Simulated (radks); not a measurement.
Question: These are the eigenvalues of the occupied orbitals of an atom or ion with whole-number occupations (eV). All-electron calculation, Dirac Kohn-Sham, PBEsol, spin-unpolarised, spherical densities, finite nucleus; Fermi nuclear charge, rms radius of each element as measured or else 0.836 A^(1/3) + 0.57 fm. Program: a radial shooting solver on a logarithmic mesh with Libxc functionals.

1s1/2: -37264.55
2s1/2: -5934.826
2p1/2: -5594.718
2p3/2: -5213.232
3s1/2: -1295.948
3p1/2: -1153.082
3p3/2: -1079.339
3d3/2: -828.3553
3d5/2: -812.6267
4s1/2: -297.5700
4p1/2: -245.5708
4p3/2: -230.0960
4d3/2: -144.9941
4d5/2: -142.3458
5s1/2: -83.0264
5p1/2: -68.0187
5p3/2: -65.3197

Which element is it, and in what charge state? The configuration may be excited. Open shells, if any, fill j = l - 1/2 first.

Answer: Z = 56, barium, charge +5: Ba5+ in [Kr] 4d10 5s2 5p3. The list shows which subshells hold electrons but not how many an open one holds; the 1s level, -1369.4 hartree, gives Z - s = 52.3 by -(Z - s)^2/2, which with screening and relativity narrows Z to a few neighbours, and the depths of the outer levels then fix element, charge and occupations together.
